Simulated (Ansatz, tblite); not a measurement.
Removing and adding an electron: dimethylphenylsulfonium bromide (C₈H₁₁BrS). Charge 0, multiplicity 1. Geometry: PBE-D4/def2-SVP. Ansatz, gas phase; energy differences of separate SCF runs; the oxidised species was run as a doublet alone; the reduced species was run as a doublet alone.

```
atom   x (Å)   y (Å)   z (Å)
  C1   1.883   1.056  -1.113
  S2   0.110   0.783  -1.438
  C3  -0.682   2.233  -0.670
  C4  -0.202  -0.426  -0.028
  C5  -0.801  -1.627  -0.434
  C6  -1.091  -2.619   0.518
  C7  -0.782  -2.404   1.869
  C8  -0.183  -1.198   2.271
  C9   0.109  -0.205   1.324
 H10   2.400   0.157  -1.498
 H11   2.147   1.939  -1.726
 H12   2.065   1.180  -0.029
 H13  -0.429   3.073  -1.347
 H14  -1.768   2.028  -0.686
 H15  -0.323   2.368   0.367
 H16  -1.040  -1.786  -1.498
 H17  -1.560  -3.562   0.200
 H18  -1.009  -3.179   2.616
 H19   0.059  -1.028   3.331
 H20   0.579   0.734   1.656
Br21   0.519   2.483  -3.684
```

The xTB rows come from tblite. HOMO above LUMO, or a gap near zero within one spin, warns that the state may not be the lowest or that an electron is smeared out.

```tsv
level	−HOMO (eV)	vertical IE (eV)	−LUMO (eV)	vertical EA (eV)	HOMO–LUMO gap (eV)	IE − EA (eV)	remarks
GFN2-xTB	8.58	12.02	7.48	5.05	1.10	6.97	–
PBE0-D4/def2-TZVP	5.76	7.74	1.65	0.20	4.10	7.54	HOMO above zero (-1 doublet)
BHLYP-D4/def2-TZVP	6.66	7.59	0.67	0.01	6.00	7.58	HOMO above zero (-1 doublet)
```

Q: Estimate the rows for GFN1-xTB, PBE-D4/def2-TZVP.

A: 
| level | −HOMO (eV) | vertical IE (eV) | −LUMO (eV) | vertical EA (eV) | HOMO–LUMO gap (eV) | IE − EA (eV) | remarks |
| --- | --- | --- | --- | --- | --- | --- | --- |
| GFN1-xTB | 8.24 | 12.10 | 7.82 | 5.23 | 0.42 | 6.88 | – |
| PBE-D4/def2-TZVP | 4.67 | 7.75 | 2.49 | 0.27 | 2.19 | 7.49 | HOMO above zero (-1 doublet), gap within one spin near zero (+1 doublet) |

Relaxing the reduced species (PBE-D4/def2-SVP) changes its energy by -0.70 eV at PBE-D4/def2-TZVP, so the adiabatic electron affinity to this nearest minimum is 0.96 eV. On the way the bond S2–Br21 breaks. At PBE0-D4/def2-TZVP it is 0.94 eV. The highest occupied level of the relaxed charge -1 doublet lies above zero (up to 0.79 eV). By energy differences its removal costs 0.96 eV (each at its own geometry, to the charge 0 singlet, at PBE-D4/def2-TZVP); self-interaction error and the lack of diffuse functions both raise the level.     A HOMO above zero means that the electron is unbound at that level or that self-interaction error raises the level; the energy of removing that electron tells which. Raw xTB energy differences between charge states are shifted by several eV; the methods need an empirical correction for them. Sets without diffuse functions give affinities that are too small.
